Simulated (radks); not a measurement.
Results of a calculation; reference values are marked as such.
Q: Ionisation of the tellurium ion Te+, [Kr] 4d10 5s2 5p3, to Te2+, [Kr] 4d10 5s2 5p2, under several functionals. Scalar-relativistic Kohn-Sham, spin-polarised, spherical densities, finite nucleus; open shells are filled with parallel spins first (spin-orbit coupling, left out, can overturn this in heavy ions); a radial shooting solver on a logarithmic mesh with Libxc functionals. Known Delta-SCF values: r2SCAN 19.152 eV; AM05 18.725 eV; LDA (Slater exchange, Perdew-Zunger correlation) 18.801 eV. What does TASK exchange with Perdew-Wang LDA correlation give, and what is its highest occupied eigenvalue?

A: 19.403 eV by Delta-SCF; the 5p eigenvalue is -15.258 eV. NIST: 18.6 eV (measured).
